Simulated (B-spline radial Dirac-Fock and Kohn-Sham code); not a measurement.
Z = 77 (iridium), transition energy 251 keV. The computed values come from a B-spline atomic structure program: a Dirac-Hartree-Slater potential of the neutral atom with a Latter tail (no hole, which puts coefficients of high multipoles low close above an edge), finite nucleus with surface currents. Subshells that would emit electrons below 1 keV are left out.

**Question.** A pure transition shows α(K) = 1.52, L1/L2 = 7.21 and L1/L3 = 11.2. What is its multipolarity?
A. M4
B. E3
C. M3
D. M1
E. E2
F. M2
G. E4
H. E1

**Answer.** F. For comparison, α(K), L1/L2, L1/L3 are E1 0.0322, 5.46, 6.10; E2 0.0946, 0.459, 0.781; E3 0.267, 0.145, 0.313; E4 0.770, 0.0938, 0.228; M1 0.380, 10.4, 110; M3 4.78, 5.03, 2.54; M4 14.7, 3.81, 1.10.
